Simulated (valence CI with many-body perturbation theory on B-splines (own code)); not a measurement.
Valence orbitals of Sb XIII

Method: configuration interaction combined with many-body perturbation theory (CI+MBPT): three valence electrons over a frozen Dirac-Fock core [Kr], radial functions for each j: 7 s, 7 p, 8 d, 6 f, 4 g, 1 h, with the one-electron correlation potential Σ1, the two-electron term Σ2, the three-electron term Σ3, Breit, model QED; selected CI, second order for the rest, scaled by the run's own slope (own B-spline code, finite nucleus).

No measured levels were compared; by estimate terms of the open shell hold to 2 to 4 % of their energy, and close levels can change places. Excitations out of the core, of the other parity, are not computed and may begin above about 55.5 eV (a cautious bound); beyond it only levels of the ground parity were kept, without lifetimes.

These are the spectroscopic orbitals of the CI (the correlating ones are not listed), shaped by the core and the other valence electrons. h is the expectation value of the core's Dirac-Fock operator, without the valence repulsion; Σ1 is computed up to l = 3 at one energy for each symmetry, that of its lowest orbital but kept below the first core excitation, so for empty shells it is not the orbital's own correlation shift; Breit and QED include the response of the core.

| Orbital | h (hartree) | Σ1 (cm⁻¹) | Breit (cm⁻¹) | QED (cm⁻¹) | ⟨r⟩ (bohr) |
| --- | --- | --- | --- | --- | --- |
| 5s1/2 | -8.2043 | -9810 | 481 | 420 | 1.483 |
| 6s1/2 | -5.0212 | -3391 | 232 | 201 | 2.424 |
| 7s1/2 | -3.4013 | -1650 | 128 | 111 | 3.598 |
| 5p1/2 | -7.5311 | -8376 | 744 | -31.4 | 1.563 |
| 6p1/2 | -4.6879 | -3161 | 372 | -15.4 | 2.545 |
| 7p1/2 | -3.2116 | -1599 | 211 | -8.6 | 3.760 |
| 5p3/2 | -7.3986 | -7833 | 439 | 9.9 | 1.594 |
| 6p3/2 | -4.6233 | -3011 | 222 | 5.1 | 2.582 |
| 7p3/2 | -3.175 | -1535 | 133 | 3.0 | 3.805 |
| 4d3/2 | -11.636 | -17751 | 587 | -158 | 0.8541 |
| 5d3/2 | -6.2892 | -5929 | 220 | -39.8 | 1.753 |
| 6d3/2 | -4.0647 | -2681 | 115 | -19.8 | 2.830 |
| 4d5/2 | -11.565 | -17438 | 136 | -115 | 0.8607 |
| 5d5/2 | -6.2634 | -5889 | 85.7 | -26.6 | 1.761 |
| 6d5/2 | -4.0516 | -2669 | 46.8 | -13.2 | 2.840 |
| 4f5/2 | -8.3476 | -28580 | -224 | -80.1 | 0.9829 |
| 5f5/2 | -5.0847 | -6652 | -50.3 | -27.0 | 2.000 |
| 4f7/2 | -8.3411 | -27511 | -360 | -73.2 | 0.9848 |
| 5f7/2 | -5.0812 | -6531 | -106 | -24.0 | 2.002 |
| 5g7/2 | -4.4965 |  | -17.6 | -3.6 | 2.043 |
| 5g9/2 | -4.4963 |  | -21.5 | -2.9 | 2.043 |

Among the shells of the start configuration 4d3, Σ1 is largest in size for 4d3/2, where it is 0.70 % of h.

Lowest root of each symmetry, sizes in configuration state functions:

```csv
J,Parity,Roots,Reference,Variational,Second order,Change by selected CI (cm⁻¹),Change by second order (cm⁻¹)
1/2,even,6,62,5210,11539,-2284,-1
3/2,even,10,105,8266,19144,-1621,0
5/2,even,10,121,9301,28026,-1487,-1
7/2,even,7,108,8934,26036,-1520,-1
9/2,even,6,85,7389,26065,-1716,-1
11/2,even,2,50,4998,17812,-2822,-3
1/2,odd,14,72,6370,10414,-2892,-1
3/2,odd,24,122,10904,21811,-2609,-1
5/2,odd,27,137,13022,27913,-2641,-1
7/2,odd,25,124,12997,29156,-1889,-1
9/2,odd,18,89,11048,24965,-2087,-1
11/2,odd,11,53,8470,21054,-2002,-1
13/2,odd,5,24,4681,16271,-1932,-1
15/2,odd,2,9,2935,7936,-2057,-1
```
